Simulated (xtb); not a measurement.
Cl2Sr, triplet, geometry from GFN2-xTB (such geometries of metal compounds can be far from the true shape) (a higher spin typed on purpose: for a closed-shell molecule this is an excited state). Base run: GFN2-xTB (xtb).

Geometry (Å):
```xyz
3

Sr     0.5035    -0.9803     0.1636
Cl     0.3146     1.3939    -1.0962
Cl    -1.4402     0.7973     0.7306
```
Charge 0, spin multiplicity 3.
All else is at xtb's defaults.
Base energy -9.61239 Eh.

Each row names what was changed in the base input (with any setting that the change needs).

| change | ΔE vs base (kcal/mol) | dipole (D) | SCF cycles |
|---|---|---|---|
| base | 0.000 | 3.46 | 20 |
| etemp = 1000 | -0.025 | 3.46 | 20 |
| acc = 0.1 | 0.000 | 3.46 | 21 |
| file = coord | 0.000 | 3.46 | 20 |
| acc = 30 | 0.000 | 3.45 | 16 |
| gbsa = chcl3 | -8.52 | 3.60 | 16 |

ALPB and GBSA are two models with their own fitted parameters for each solvent, which aren't always the measured dielectric constant.
